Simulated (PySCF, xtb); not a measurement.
dibromo-chloro-fluoromethane (CBr2ClF), SMILES FC(Cl)(Br)Br.

GFN2-xTB (xtb) at its own geometry gives an orbital gap of 3.89 eV and a dipole moment of 2.45 D.

Geometry optimised at TPSSh-D3(BJ)/def2-SVP.

Q: What does PBE/def2-TZVP in PySCF give? (The exact figures need the calculation; the answer reports its results.)

A: gap 4.06 eV (levels -7.14 and -3.07 eV), dipole 0.26 D.
